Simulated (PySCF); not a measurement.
Ionising KBi

ROHF; basis K def2-SVPD, Bi def2-SVPD with ECP60; scalar-relativistic core potentials; PySCF 2.14. Neutral (ROHF): triplet (π ↑↑), Re = 3.466 Å, ωe = 134 cm⁻¹, De = 0.10 eV, HOMO -4.76 eV, LUMO -0.38 eV.

KBi⁺ (UHF): quartet (σ ↑, π ↑↑), Re = 4.109 Å, ωe = 48.4 cm⁻¹. The energies at the minima are -812.66885 hartree for KBi and -812.52799 for KBi⁺.

(1) Work out the adiabatic ionisation energy, without and with harmonic zero-point energies (1 hartree = 27.2114 eV, 1 eV = 8065.5 cm⁻¹), and the change of the bond length.

UHF and ROHF references stand side by side, which adds small steps between rows. These are scalar-relativistic numbers at best; spin–orbit coupling would shift them, the dissociation energy most. Hartree–Fock leaves out correlation, which carries a large part of most bond energies and some tenths to 1 eV of ionisation energies. States were picked by a PBE0 search and need not be the measured ground states.

Neutral and ion stand on different kinds of reference determinant, which adds to the error of the difference.

Results:

(1) At HF: 0.14086 hartree = 3.833 eV between the minima; the zero-point term (48.4 − 134.0)/2 cm⁻¹ = -0.005 eV makes it 3.828 eV. Re changes by +64.3 pm against the neutral. The electron leaves a σ orbital, and the ion is left as a loose complex of an ion and an atom.
